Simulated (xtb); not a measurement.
CsF (SMILES [F][Cs]), singlet, geometry from GFN2-xTB (such geometries of metal compounds can be far from the true shape); GFN1-xTB with GBSA(chcl3) (xtb 6.7.1).

Here is a job for xtb.
```
$ xtb mol.xyz --gfn 1 --gbsa chcl3 --json

# file mol.xyz
2

Cs    -0.00000000    -0.00000000    -0.32413647
F      0.00000000     0.00000000     1.98083399
```

The log (banner, timings and long lists left out):

```
   ID    Z sym.   atoms
    1   55 Cs     1
    2    9 F      2

           -------------------------------------------------
          |                Calculation Setup                |
           -------------------------------------------------

           -------------------------------------------------
          |                 G F N 1 - x T B                 |
           -------------------------------------------------

      * Solvation model:               GBSA
        Solvent                        chcl3
        Parameter file                 internal GFN1-xTB/GBSA
        Dielectric constant                7.0000E+00
        Reference state                gsolv [1 M gas/solution]
        Free energy shift                  3.5459E-03 Eh       2.2251E+00 kcal/mol
        Temperature                        2.9815E+02 K
        Density                            1.4900E+00 kg/L
        Solvent mass                       1.1938E+02 g/mol
        Interaction kernel             Still
        Born radius scaling (c1)           1.4929E+00
        Born radii integrator          GBOBC
        Born offset                        6.4057E-02 a0       1.2105E-01 AA
        H-bond correction              false
        Ion screening                  false
        Surface tension                    1.0000E-05 Eh       1.5569E+01 dyn/cm
        Grid points                               230 per atom

          ...................................................
          :                      SETUP                      :
          :.................................................:
          :  # basis functions                   8          :
          :  # atomic orbitals                   8          :
          :  # shells                            4          :
          :  # electrons                         8          :
          :  # halogen bonds                     0          :
          :  max. iterations                   250          :
          :  Hamiltonian                  GFN1-xTB          :
          :  restarted?                      false          :
          :  GBSA solvation                   true          :
          :  PC potential                    false          :
          :  electronic temp.          300.0000000     K    :
          :  accuracy                    1.0000000          :
          :  -> integral cutoff          0.2500000E+02      :
          :  -> integral neglect         0.1000000E-07      :
          :  -> SCF convergence          0.1000000E-05 Eh   :
          :  -> wf. convergence          0.2000000E-04 e    :
          :  Broyden damping             0.4000000          :
          :  net charge                          0          :
          :  unpaired electrons                  0          :
          ...................................................

 iter      E             dE          RMSdq      gap      omega  full diag
   1     -5.4862119 -0.548621E+01  0.407E+00    1.53       0.0  T
   2     -5.4878687 -0.165682E-02  0.243E+00    2.00       1.0  T
   3     -5.4878677  0.107323E-05  0.332E-01    1.85       1.0  T
   4     -5.4878783 -0.106749E-04  0.578E-03    1.88      12.2  T
   5     -5.4878784 -0.735684E-07  0.462E-03    1.89      15.3  T
   6     -5.4878785 -0.294177E-07  0.901E-04    1.89      78.5  T
   7     -5.4878785 -0.150117E-08  0.663E-08    1.89  100000.0  T
   8     -5.4878785 -0.177636E-14  0.373E-12    1.89  100000.0  T

   *** convergence criteria satisfied after 8 iterations ***

         :::::::::::::::::::::::::::::::::::::::::::::::::::::
         ::                     SUMMARY                     ::
         :::::::::::::::::::::::::::::::::::::::::::::::::::::
         :: total energy              -5.486188698104 Eh    ::
         :: total w/o Gsasa/hb        -5.463200698998 Eh    ::
         :: gradient norm              0.011316800825 Eh/a0 ::
         :: HOMO-LUMO gap              1.886707906554 eV    ::
         ::.................................................::
         :: SCC energy                -5.487878453145 Eh    ::
         :: -> electrostatic           0.147236749905 Eh    ::
         :: -> Gsolv                  -0.058174683021 Eh    ::
         ::    -> Gelec               -0.035186683916 Eh    ::
         ::    -> Gsasa               -0.026533875735 Eh    ::
         ::    -> Ghb                  0.000000000000 Eh    ::
         ::    -> Gshift               0.003545876630 Eh    ::
         :: repulsion energy           0.001796545083 Eh    ::
         :: dispersion energy         -0.000106790042 Eh    ::
         :: halogen bond corr.         0.000000000000 Eh    ::
         :: add. restraining           0.000000000000 Eh    ::
         :: total charge               0.000000000000 e     ::
         :::::::::::::::::::::::::::::::::::::::::::::::::::::

           -------------------------------------------------
          |                Property Printout                |
           -------------------------------------------------

    * Orbital Energies and Occupations

         #    Occupation            Energy/Eh            Energy/eV
      -------------------------------------------------------------
         1        2.0000           -0.6363792             -17.3168
         2        2.0000           -0.3674539              -9.9989
         3        2.0000           -0.3674539              -9.9989
         4        2.0000           -0.3646996              -9.9240 (HOMO)
         5                         -0.2953643              -8.0373 (LUMO)
         6                         -0.2229322              -6.0663
         7                         -0.2229322              -6.0663
         8                         -0.1785765              -4.8593
      -------------------------------------------------------------
                  HL-Gap            0.0693352 Eh            1.8867 eV
             Fermi-level           -0.3300320 Eh           -8.9806 eV

  Mulliken/CM5 charges         n(s)   n(p)   n(d)
     1Cs    0.75079  1.11947   0.019  0.230  0.000
     2F    -0.75079 -1.11947   1.888  5.862  0.000

Wiberg/Mayer (AO) data.
largest (>0.10) Wiberg bond orders for each atom

 ---------------------------------------------------------------------------
     #   Z sym  total        # sym  WBO       # sym  WBO       # sym  WBO
 ---------------------------------------------------------------------------
     1  55 Cs   0.476 --     2 F    0.476
     2   9 F    0.476 --     1 Cs   0.476
 ---------------------------------------------------------------------------

Topologies differ in total number of bonds
Writing topology from bond orders to xtbtopo.mol

 dipole moment from electron density (au)
     X       Y       Z
   0.0000   0.0000  -3.8509  total (Debye):    9.788

           -------------------------------------------------
          | TOTAL ENERGY               -5.486188698104 Eh   |
          | GRADIENT NORM               0.011316800825 Eh/α |
          | HOMO-LUMO GAP               1.886707906554 eV   |
           -------------------------------------------------

normal termination of xtb
```
